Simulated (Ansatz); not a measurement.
Consider the redistribution: `B[SiH2]C=O` + `[SiH3]O[SiH](Cl)O[SiH3]` → `O=C[SiH2]O[SiH3]` + `B[SiH](Cl)O[SiH3]`.

Gas-phase electronic energies from Ansatz, PBE0-D4/def2-TZVP geometries. CCSD(T)/CBS adds triple-zeta CCSD(T) − MP2 to the extrapolated MP2 energy (def2 sets, frozen cores). DFT in def2-TZVPP. B3LYP here is the variant with VWN-RPA as its local correlation; programs differ in this. Each species was taken in one conformer, which may not be the lowest.

(1) Is it downhill or uphill in electronic energy at CCSD(T)/CBS, and by how much? (An estimate is asked.)

(2) What do these levels give: PBE, r2SCAN, B3LYP, SCS-MP2/def2-TZVPP, CCSD(T)/def2-TZVPP, CCSD/CBS(def2)? (Best estimate.)

Largest T1 diagnostic among the species: 0.016.

Results:

(1) Ansatz gave: Uphill: ΔE = +6.5 kcal/mol.

(2) Computed: PBE 7.9, r2SCAN 7.8, B3LYP 6.5, SCS-MP2/def2-TZVPP 5.6, CCSD(T)/def2-TZVPP 6.6, CCSD/CBS(def2) 6.4 kcal/mol.

From PBE to PBE0 (25 % exact exchange), in def2-TZVPP and without D4, ΔE moves by −0.7 kcal/mol.
